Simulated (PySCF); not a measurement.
# Unknown compound

Molecular formula: C₄H₇ClO₂Si. Simulated spectra:

1H NMR (500 MHz, computed): δ 5.03 (t, 2H), 3.81 (s, 3H), 2.00 (t, 2H).

13C{1H} NMR (computed): δ 224.2 (C), 62.4 (C), 54.3 (CH3), 16.7 (CH2).

- NMR shieldings at PBE0/pcSseg-1/GIAO
- GFN2-xTB geometry
- code: PySCF
- equivalent nuclei averaged, no relativistic terms, single conformer, in vacuum

Chemical shifts δ = σref − σ; 1H and 13C vs TMS, all at this level.

Question: Which of these isomers gave the spectra?
A. CO[SiH2]CC(Cl)=C=O
B. CO[C@@H]1C=C(Cl)[SiH2]O1
C. C=C(Cl)O/C=C/O[SiH3]
D. O=COC/C=C\[SiH2]Cl
E. O=CCC(=O)[SiH2]CCl

Answer: A. 

1. The formula gives 2 degrees of unsaturation (no ring in the answer).
2. 4 carbon signals for 4 carbons: no two carbons are equivalent.
3. Carbon types of the structure: 2 × C, 1 × CH2, 1 × CH3, leaving 2 H on heteroatoms.
4. δC 224.2: central carbon of a ketene.
5. δC 62.4: terminal carbon of a ketene.
6. δC 54.3: methyl carbon bonded to O; pulled downfield by the heteroatom.
7. δH 3.81: hydrogen on a methyl carbon bonded to O; its carbon carries O, an electronegative neighbour.
8. δH 2.00: hydrogen on an allylic sp3 CH2 bonded to Si; allylic position.

The others: C=C(Cl)O/C=C/O[SiH3] would give 5 signals for carbon-bound and other non-exchanging H, not 3; CO[C@@H]1C=C(Cl)[SiH2]O1 would give 5 signals for carbon-bound and other non-exchanging H, not 3; O=COC/C=C\[SiH2]Cl would give 5 signals for carbon-bound and other non-exchanging H, not 3; O=CCC(=O)[SiH2]CCl would give 4 signals for carbon-bound and other non-exchanging H, not 3.

Carbons that carry Cl, above all several Cl atoms, come out too deshielded, partly because spin–orbit coupling is missing. Shifts are as computed. Against solution values, carbons near 30 ppm lie about +3 ppm off and those near 130 ppm about +5 ppm; carbons on Cl a further +6 ppm. Of 1309 compounds with measured shifts, 239 miss one by over three times the rms of a fit or turn the order of signals round; such compounds aren't used in these exercises. Multiplicities follow the n + 1 count of equivalent neighbours, as no J values were calculated; m marks all less simple cases, F and P coupling included.
